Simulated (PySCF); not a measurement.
Vibration and rotation of GeCl

UHF-CCSD(T) constants of GeCl, ²Π (doublet), unpaired electrons π ↑ (PySCF, no relativity, basis sets Ge def2-TZVPPD, Cl def2-TZVPPD; masses 73.9212 and 34.9689 u):

```
ωe            : 409.8 cm⁻¹
ωexe          : 1.29 cm⁻¹
Be            : 0.14966 cm⁻¹
αe            : 0.000701 cm⁻¹
De to Ge + Cl : 3.94 eV
```

Task: What force constant and bond length do these constants imply?

Result: Reduced mass μred = 23.739 u; k = 5.8918×10⁻⁷·μred·ωe² (u, cm⁻¹, mdyn/Å) = 2.35 mdyn/Å; Re = √(16.8576/(μred·Be)) (u, cm⁻¹, Å) = 2.178 Å.

Task: Estimate the centrifugal constant D from the Kratzer relation and find the Dunham coefficient a1.

Result: D = 4Be³/ωe² = 7.98e-08 cm⁻¹; a1 = −1 − αeωe/(6Be²) = -3.14.

Correlated steps freeze 14 core orbitals. Spin–orbit coupling is left out. The state is the lowest determinant that a PBE0 search found; another state may lie lower at other levels.
